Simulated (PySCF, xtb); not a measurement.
H5SbSiTe2, SMILES [TeH][Sb]([SiH3])[TeH].

Harmonic wavenumbers (cm⁻¹) from GFN2-xTB (xtb) at its own minimum, in rising order: 61, 65, 75, 78, 99, 111, 190, 200, 298, 406, 420, 531, 539, 756, 793, 807, 1891, 1907, 2254, 2289, 2303.

Task: What does PySCF 2.14.0 with PBE-D3(BJ)/def2-SVP give at its own minimum? (Estimate from the structure and the level; the computed values follow.)

Result: 39, 51, 73, 77, 131, 138, 171, 175, 295, 463, 467, 538, 538, 816, 893, 900, 2048, 2048, 2147, 2169, 2177. Paired by order, the mean absolute difference is 55 cm⁻¹ and the zero-point energies are 23.0 and 23.4 kcal/mol.
